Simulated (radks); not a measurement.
Task: The mean radii <r> (bohr) of the occupied orbitals of an atom or ion are listed with their occupations. Method: scalar-relativistic Kohn-Sham, r2SCAN, spin-polarised, spherical densities, finite nucleus; meta-GGA in the generalised Kohn-Sham scheme; Fermi nuclear charge, rms radius of each element as measured or else 0.836 A^(1/3) + 0.57 fm; computed with a radial shooting solver on a logarithmic mesh with Libxc functionals.

orbital  occ.      <r>
1s          2  0.02363
2s          2   0.1007
2p          6  0.08856
3s          2   0.2612
3p          6   0.2582
3d         10   0.2340

Name the element and its charge. Open shells, if any, are filled with parallel spins first.

Result: Z = 60, neodymium, charge +32: Nd32+ in [Ar] 3d10. The 1s radius gives Z: for a bare nucleus <r> = (2 gamma + 1)/(2Z) with gamma = sqrt(1 - (Z/c)^2), 0.02332 bohr for Z = 60, and screening makes it slightly larger (0.02363 here). The occupations add up to 28, and the charge is Z minus that.
